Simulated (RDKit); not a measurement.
RDKit input (UFF):

```python
from rdkit import Chem
from rdkit.Chem import AllChem, rdDetermineBonds

mol = Chem.MolFromXYZFile('mol.xyz')
rdDetermineBonds.DetermineBonds(mol, charge=0)
print('SMILES', Chem.MolToSmiles(Chem.RemoveHs(mol)))
ff = AllChem.UFFGetMoleculeForceField(mol)
e0 = ff.CalcEnergy()
flag = ff.Minimize(maxIts=5000, forceTol=1e-5)
print(f'energy {e0:.4f} -> {ff.CalcEnergy():.4f} kcal/mol, converged: {flag == 0}')
print(Chem.MolToXYZBlock(mol))
```
mol.xyz:
```
8

Si    -2.20436500     0.15637200    -0.57419300
Si     0.04754200    -0.00337200     0.01238400
Cl     0.97738100    -1.48102300    -1.07313100
Cl     0.24767100    -0.44921700     2.00927300
Cl     1.02005700     1.77097700    -0.35133600
H     -2.85752400    -1.13893200    -0.28419800
H     -2.82179300     1.23690900     0.22565000
H     -2.29199600     0.46748700    -2.01781800
```

Output:

```
SMILES [SiH3][Si](Cl)(Cl)Cl
energy 2.1991 -> -0.4926 kcal/mol, converged: True
8

Si    -2.138719    0.151713   -0.557091
Si     0.016653   -0.001180    0.004336
Cl     0.922238   -1.517926   -1.119195
Cl     0.174266   -0.450863    2.042931
Cl     0.968182    1.822335   -0.385936
H     -2.805252   -1.129685   -0.282344
H     -2.772971    1.217277    0.232864
H     -2.247424    0.467530   -1.988934
```

The geometry given is a B3LYP-D3(BJ)/def2-TZVP minimum.
